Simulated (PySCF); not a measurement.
Predicted microwave data (PBE0-D3(BJ)/def2-SVP geometry optimisation, gas phase in PySCF) for one isomer of Ge2H7N:

* Rotational constants: A = 21302, B = 1171, C = 1142 MHz
* Dipole components: |μa| = 0.00 D, |μb| = 0.61 D, |μc| = 0.29 D
* Inertial defect: -12.75 u·Å²
* κ: -1.00

Question: Which structure is it? (One computed conformer of each.)
A. `[NH2:1][GeH2:2][GeH3:3]` with H–N1–Ge2–Ge3 180° and -57°
B. `[GeH3][NH][GeH3]`

Answer: B. It is [GeH3][NH][GeH3], a near-prolate asymmetric top, point group Cs. The candidates at the same level (rigid rotor, commonest isotopes):

| SMILES | A (MHz) | B (MHz) | C (MHz) | μa (D) | μb (D) | μc (D) | Δ (u·Å²) | point group | rotor |
| --- | --- | --- | --- | --- | --- | --- | --- | --- | --- |
| [GeH3][NH][GeH3] | 21302 | 1171 | 1142 | 0.00 | 0.61 | 0.29 | -12.75 | Cs | near-prolate asymmetric top |
| [NH2][GeH2][GeH3] | 9941 | 1714 | 1522 | 0.86 | 0.19 | 0.90 | -13.66 | – | near-prolate asymmetric top |

`[NH2][GeH2][GeH3]` has A 53 % too low. In the right answer the mirror of this Cs structure is the bc plane, so μa vanishes by symmetry. No structure here is proved a minimum.
